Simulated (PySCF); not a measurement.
In(H)2(SMe) (CH5InS), SMILES C[S][InH2]. Atoms are numbered in the order given.

```xyz
8

In    -0.0695    -0.8535     0.0000
H      1.1397    -2.0707     0.0000
H     -1.7892    -0.9643     0.0000
S      0.7520     1.4061     0.0000
C     -0.7837     2.4115     0.0000
H     -0.7915     3.0511     0.8942
H     -0.7915     3.0511    -0.8942
H     -1.6897     1.7889     0.0000
```

Coordinates come from a r2SCAN-D4/def2-SVP optimisation. The def2 effective core potentials stand for the cores of In; spin–orbit coupling is left out.

Level of theory: B3LYP/def2-TZVPD (PySCF).

Mulliken values depend strongly on the basis, most of all with diffuse functions as here. ESP charges are fitted to the potential on shells at 1.4 to 2.0 van der Waals radii. Atomic charges (e):

```json
[
 {"atom": "In1", "ESP fit": "[?]", "Mulliken": "0.60"},
 {"atom": "H2", "ESP fit": "[?]", "Mulliken": "-0.14"},
 {"atom": "H3", "ESP fit": "[?]", "Mulliken": "-0.15"},
 {"atom": "S4", "ESP fit": "-0.35", "Mulliken": "-0.42"},
 {"atom": "C5", "ESP fit": "[?]", "Mulliken": "-0.62"},
 {"atom": "H6", "ESP fit": "0.11", "Mulliken": "0.24"},
 {"atom": "H7", "ESP fit": "0.11", "Mulliken": "0.24"},
 {"atom": "H8", "ESP fit": "0.07", "Mulliken": "0.25"}
]
```

Q: Fill in the missing entries. (Estimate from the structure and the level; the computed values follow.)

A: 
- In1, ESP fit: 0.59
- H2, ESP fit: -0.17
- H3, ESP fit: -0.18
- C5, ESP fit: -0.18
